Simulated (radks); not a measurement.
Charge is removed step by step from the 3d up level of neutral titanium, starting from [Ar] 3d(up 2, down 0) 4s2. Calculated with a radial shooting solver on a logarithmic mesh with Libxc functionals: non-relativistic Kohn-Sham, r2SCAN, spin-polarised, spherical densities, point nucleus; meta-GGA in the generalised Kohn-Sham scheme.

| removed (e) | E - E(0) (eV) | eigenvalue (eV) | E minus straight line (eV) |
|---|---|---|---|
| 0 | 0.000 | -5.068 | 0.000 |
| 0.1 | 0.555 | -6.047 | -0.493 |
| 0.2 | 1.211 | -7.066 | -0.886 |
| 0.3 | 1.970 | -8.123 | -1.175 |
| 0.4 | 2.837 | -9.217 | -1.357 |
| 0.5 | 3.814 | -10.345 | -1.428 |
| 0.6 | 4.907 | -11.507 | -1.384 |
| 0.7 | 6.117 | -12.700 | -1.222 |
| 0.8 | 7.448 | -13.924 | -0.940 |
| 0.9 | 8.903 | -15.177 | -0.533 |
| 1 | 10.484 | -16.459 | 0.000 |

Removing the whole electron costs 10.484 eV by Delta-SCF, against 5.068 eV from minus the eigenvalue at the starting occupation. Slater's transition state (half an electron removed) gives 10.345 eV. Integrating minus the eigenvalue over the occupation (Janak's theorem) gives 10.484 eV. The mean slope of the eigenvalue, de/dn, is 11.4 eV per electron.
